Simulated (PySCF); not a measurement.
`C=C([S@](C)=O)[SH](=O)=O`, C$_{3}$H$_{6}$O$_{3}$S$_{2}$

Geometry (Å), atoms numbered from 1 in this order:
```xyz
14

C    -0.8463   -1.1979    1.3918
C    -0.5053   -0.5741    0.2868
S     0.7780   -1.0091   -0.9180
C     1.9748    0.2362   -0.2895
O     0.2420   -0.4752   -2.1682
S    -1.3965    0.8916   -0.2399
O    -0.4989    2.0087   -0.1913
O    -2.6281    0.9650    0.4876
H    -0.3369   -2.0794    1.7478
H    -1.6707   -0.8232    1.9797
H     2.8077    0.2617   -0.9852
H     1.4884    1.2060   -0.2493
H     2.3103   -0.0819    0.6910
H    -1.7192    0.6710   -1.5656
```

Method used: GIAO BHandHLYP/pcSseg-1 magnetisability, rotational g tensor and spin-rotation constants, non-relativistic, gas phase (PySCF). Geometry: GFN2-xTB.

Problem. Give the nuclear spin-rotation constants along the inertial axes (H = +C I·J) beside the isotropic shieldings.

Solution. Rotational constants 2.4090, 1.2014, 1.0571 GHz. A star marks the isotopologue with that one atom substituted, in its own axes.
```csv
atom,isotope,Caa (kHz),Cbb (kHz),Ccc (kHz),mean (kHz),σ (ppm)
H9,1H,-0.067,0.020,-0.126,-0.058,25.4
H10,1H,0.199,-0.102,-0.123,-0.009,24.9
H11,1H,-0.019,-0.087,-0.115,-0.073,29.2
H12,1H,-0.048,-0.048,-0.084,-0.060,26.6
H13,1H,-0.307,-0.061,-0.034,-0.134,30.3
H14,1H,-0.185,-0.037,0.066,-0.052,20.1
C1,13C*,1.127,0.436,0.120,0.561,52.5
C2,13C*,1.232,0.440,0.228,0.633,21.9
S3,33S*,1.061,0.397,0.471,0.643,177.5
C4,13C*,0.564,0.222,0.148,0.311,138.4
O5,17O*,0.087,-0.116,-0.146,-0.058,316.7
S6,33S*,0.863,0.449,0.416,0.576,242.4
O7,17O*,-0.364,-0.297,-0.271,-0.311,130.9
O8,17O*,-0.599,-0.188,-0.150,-0.312,174.4
```
For the geometry as given, no vibrational averaging.

Problem. How do the rotational constants and the g tensor change when H9, H10, H11, H12, H13, H14 are replaced by deuterium?

Solution. Constants 2.1233, 1.1305, 0.9881 GHz; g -0.0434, -0.0249, -0.0149, against -0.0488, -0.0262, -0.0160 before.
